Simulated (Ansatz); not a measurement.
Consider the ligand exchange at the Si–O bond: `O[Si](O)(F)O[SiH3]` + H–F → `O[Si](O)(F)F` + `O[SiH3]`.

Gas-phase electronic energies from Ansatz, PBE0-D4/def2-TZVP geometries. CCSD(T)/CBS adds triple-zeta CCSD(T) − MP2 to the extrapolated MP2 energy (def2 sets, frozen cores). This one scheme is used for every species. DFT in def2-TZVPP. Each species was taken in one conformer, which may not be the lowest.

```csv
level,ΔE (kcal/mol)
B97M-V,-6.0
r2SCANh-D4,-5.1
SCS-MP2/def2-TZVPP,-4.3
HF/CBS(def2),-5.2
```

Problem. What does CCSD(T)/CBS give? (An estimate is asked.)

Solution. Computed: -3.7 kcal/mol. The listed levels differ from it by -2.3, -1.4, -0.6, -1.5 kcal/mol.

Problem. What do rigid-rotor, harmonic-oscillator terms from PBE0-D4/def2-TZVP frequencies (298.15 K, 1 bar) make of the CCSD(T)/CBS value? (An estimate is asked.)

Solution. The calculation gave: ΔZPE = +0.9 kcal/mol, ΔH = -3.7 kcal/mol, ΔS = -2 J/(mol·K), ΔG = -3.5 kcal/mol. Modes under 50 cm⁻¹ make the entropy rough.

Largest T1 diagnostic among the species: 0.011.

The D4 term adds +2.5 kcal/mol with B3LYP and +1.5 kcal/mol with PBE0; it sums over pairs of atoms, weighted by their polarisabilities, and B3LYP, whose exchange is more repulsive, gets the larger term. In def2-TZVPP, CCSD(T) changes the Hartree–Fock value by +1.2 kcal/mol (the triples alone add +0.1 kcal/mol) and MP2 by +1.3 kcal/mol.

B3LYP here is the variant with VWN-RPA as its local correlation; programs differ in this.
